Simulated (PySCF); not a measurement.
H8N2OSi2.

```xyz
13

N     -1.3094     0.8182     0.9086
Si    -0.8442     0.0886    -0.5802
O     -0.7414     1.0598    -1.9377
N      0.7738    -0.4656    -0.3492
Si     1.5238    -0.8210     1.1860
H     -0.8063     1.6062     1.3047
H     -2.2549     0.7498     1.2683
H     -1.8846    -0.9515    -0.8260
H     -1.5737     1.2541    -2.3838
H      1.3630    -0.5268    -1.1756
H      0.7033    -1.7651     1.9976
H      2.8457    -1.4519     0.8954
H      1.7728     0.3920     2.0242
```
Charge 0, spin multiplicity 1.

Geometry optimised at B3LYP-D3(BJ)/def2-SVP. The structure was generated by enumeration; whether it is a known compound was not checked. One conformer was computed; it need not be the lowest.

Computed with HF/pcSseg-1 run with PySCF. Non-relativistic, no solvent.

**Question.** Give the absolute GIAO shielding of each atom: isotropic value and principal components (ppm). (The exact figures need the calculation; the answer reports its results.)

**Answer.** 
```tsv
atom	σ(iso)	σ11	σ22	σ33	span
N1	238.6	217.9	229.7	268.3	50.4
Si2	435.0	408.9	425.8	470.2	61.3
O3	281.6	261.5	270.7	312.7	51.2
N4	261.2	229.0	259.8	294.9	65.9
Si5	448.7	413.1	436.2	496.8	83.7
H6	30.6	23.9	26.4	41.3	17.3
H7	30.6	24.1	25.2	42.3	18.2
H8	27.6	24.6	24.8	33.4	8.8
H9	29.9	22.0	23.5	44.2	22.2
H10	31.4	22.2	28.2	43.8	21.6
H11	27.4	24.1	25.7	32.5	8.4
H12	27.6	24.1	25.6	33.0	8.8
H13	27.5	23.9	26.1	32.7	8.8
```
